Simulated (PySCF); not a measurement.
A structure optimised at PBE-D3(BJ)/def2-SVP, used in a PySCF frequency run:

```
Si
O 1 1.6752
H 2 0.9737 1 115.71
C 1 1.9135 2 111.40 3 177.21
H 4 1.1144 1 113.42 2 -115.68
H 4 1.1158 5 107.95 1 -124.61
N 4 1.4726 5 113.83 6 -128.02
H 7 1.0229 4 117.97 5 59.97
Si 7 1.7603 8 129.19 4 -177.06
H 9 1.5110 7 115.54 8 -61.67
H 9 1.5134 10 106.37 7 -130.58
Cl 1 2.0970 2 109.06 3 50.28
```
Charge 0, spin multiplicity 1.

Write its SMILES and formula.

O[Si@@]1(Cl)CN[SiH2]1, CH6ClNOSi2

What are its rotational constants (standard atomic weights)?

2.6093, 1.2981, 1.1878 GHz
